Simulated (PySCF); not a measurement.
# How methods differ on the fine-structure interval of Au(52+)

Au(52+) [Ar] 3d9 [3d3/2^4 3d5/2^5, M_J = 5/2] → Au(52+) [Ar] 3d9 [3d3/2^3 3d5/2^6, M_J = 3/2], as a difference of total energies. Calculation: PySCF 2.14, in an uncontracted even-tempered set (15 s from 14 bohr⁻², ratio 2.8; 13 p from 18 bohr⁻², ratio 2.8; 8 d from 18 bohr⁻², ratio 2.8; 3 f from 68 bohr⁻², ratio 3); the two-component X2C-1e Hamiltonian. Correlated levels: [Ne] frozen; the 76 highest virtual spinors dropped. "Screened" scales the spin-orbit matrix elements by Boettger's factors to mimic the two-electron term; Breit and QED terms are absent.

```tsv
method	fine-structure interval (cm⁻¹)
GHF (screened spin-orbit)	754620
GMP2 (screened spin-orbit)	754060
GHF (bare spin-orbit)	865350
```
